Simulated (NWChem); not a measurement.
Molecule: silacyclobutane (C$_{3}$H$_{8}$Si); SMILES [SiH2]1CCC1

```xyz
12

C     -0.1962    -1.3215     0.0000
C      0.1612    -0.3999    -1.1982
Si    -0.0571     1.0553     0.0000
C      0.1612    -0.3999     1.1982
H      0.3114    -2.3011     0.0000
H     -1.2797    -1.5256     0.0000
H      1.2198    -0.5119    -1.4850
H     -0.4546    -0.5061    -2.1023
H     -1.4408     1.6263     0.0000
H      0.9211     2.1893     0.0000
H      1.2198    -0.5119     1.4850
H     -0.4546    -0.5061     2.1023
```
Atoms are numbered in this order, from 1.

All runs: NWChem. Structure relaxed at the PBE0/def2-SVP level.

Q: Among these, which level gives the lowest value of “highest occupied level (eV)”?
A. LDA (Slater exchange, VWN5)/def2-TZVP
B. PBE/def2-TZVP
C. CAM-B3LYP/def2-TZVP
D. PBE0/def2-TZVP

A: C, CAM-B3LYP/def2-TZVP. Values: CAM-B3LYP/def2-TZVP -9.19; PBE0/def2-TZVP -7.83; LDA (Slater exchange, VWN5)/def2-TZVP -6.69; PBE/def2-TZVP -6.61
